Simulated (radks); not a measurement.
Task: These are the eigenvalues of the occupied orbitals of an atom or ion with whole-number occupations (hartree). All-electron calculation, non-relativistic Kohn-Sham, PBE, spin-polarised, spherical densities, point nucleus. Program: a radial shooting solver on a logarithmic mesh with Libxc functionals.

1s up: -1309.723
1s down: -1309.712
2s up: -203.6427
2s down: -203.6369
2p up: -192.3044
2p down: -192.2956
3s up: -45.02629
3s down: -45.01664
3p up: -40.17683
3p down: -40.16608
3d up: -31.15058
3d down: -31.14049
4s up: -10.86471
4s down: -10.84055
4p up: -9.09089
4p down: -9.06449
4d up: -6.00321
4d down: -5.96810
5s up: -3.50239
5p up: -2.96738

Which element is it, and in what charge state? The configuration may be excited. Open shells, if any, are filled with parallel spins first.

Result: Z = 56, barium, charge +6: Ba6+ in [Kr] 4d10 5s1 5p3. The list shows which subshells hold electrons but not how many an open one holds; the 1s level, -1309.7 hartree, gives Z - s = 51.2 by -(Z - s)^2/2, which with screening narrows Z to a few neighbours, and the depths of the outer levels then fix element, charge and occupations together.
